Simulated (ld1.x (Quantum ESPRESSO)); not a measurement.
# terbium (Tb): one change to a TM potential, before and after

| Quantity | Value |
| --- | --- |
| Element | terbium |
| Generator | ld1.x (Quantum ESPRESSO) 7.5 |
| Type | norm-conserving Troullier–Martins (Kleinman–Bylander form) |
| Functional | PBE |
| Relativity | scalar-relativistic |
| Frozen core | [Xe] |
| Valence charge | 11 |
| Reference configuration | 4f9 5d0 6s1.75 6p0 (charge +0.25) |
| Partial waves | 6s (bound): rc 3.35 bohr; 5d (bound, empty): rc 2.80 bohr; 4f (bound): rc 1.20 bohr; 6p (bound, empty): rc 4.20 bohr |
| Local potential | the p channel |
| Core correction | none |

Change: functional PBEsol.

Cutoffs: the cutoffs (Ry, on a coarse ladder) from which the occupation-weighted sum of valence levels, in a spherical-Bessel basis at the reference potential, stays within 10 and 1 mRy of its value at 400 Ry; they do not see the model core or the augmentation charge, which bear on the density cutoff. Errors are all-electron minus pseudo energies relative to the spin-unpolarised reference configuration.

Q: Predict the effect on cutoff, ghosts and configuration errors.

A: Of the 7 tests that both files solve, the error grows in 1 and shrinks in 3 by more than 15 % and 0.3 meV (median size 275.7 → 182.7 meV); neither file shows a bound ghost at the reference potential, the only one tested.

```tsv
quantity	base	changed
cutoff, loose	260 Ry	260 Ry
cutoff, tight	over 300 Ry	over 300 Ry
bound ghosts	none	none
error for 4f9 5d0 6s2 6p0, meV [ΔE -1.07 eV]	+0.9	+0.4
error for 4f9 5d0 6s1 6p0, meV [ΔE 5.09 → 5.10 eV]	+13	-0.1
error for 4f9 5d0 6s0 6p0, meV [ΔE 16.61 → 16.51 eV]	+276	+183
error for 4f7 5d0 6s0 6p0, meV [ΔE 86.04 eV]	-8865	-8948
error for 4f8 5d1 6s2 6p0, meV [ΔE 3.03 → 3.04 eV]	-1433	-1422
error for 4f9 5d1 6s1 6p0, meV [ΔE 1.40 eV]	+6.8	+8.8
error for 4f8 5d1 6s1 6p0, meV [ΔE 9.77 → 9.81 eV]	-1422	-1425
s: phases at 4.57 bohr within 0.05 rad from the reference energy up to (Ry; the scan ends near 5)	0.5	0.5
p: phases at 4.57 bohr within 0.05 rad from the reference energy up to (Ry; the scan ends near 5)	n/a	n/a
d: phases at 4.57 bohr within 0.05 rad from the reference energy up to (Ry; the scan ends near 5)	0.3	0.3
f: phases at 4.57 bohr within 0.05 rad from the reference energy up to (Ry; the scan ends near 5)	n/a	n/a
```

Base: These tests converged, but a pseudo level misses the all-electron one widely, so the file describes the atom poorly there or has found another state: 4f7 5d0 6s0 6p0: 4f by 9.4 eV (a node warning on the way); 4f8 5d1 6s2 6p0: 4f by 3.4 eV; 4f8 5d1 6s1 6p0: 4f by 3.5 eV. Changed file: These tests converged, but a pseudo level misses the all-electron one widely, so the file describes the atom poorly there or has found another state: 4f7 5d0 6s0 6p0: 4f by 9.4 eV (a node warning on the way); 4f8 5d1 6s2 6p0: 4f by 3.4 eV; 4f8 5d1 6s1 6p0: 4f by 3.5 eV.
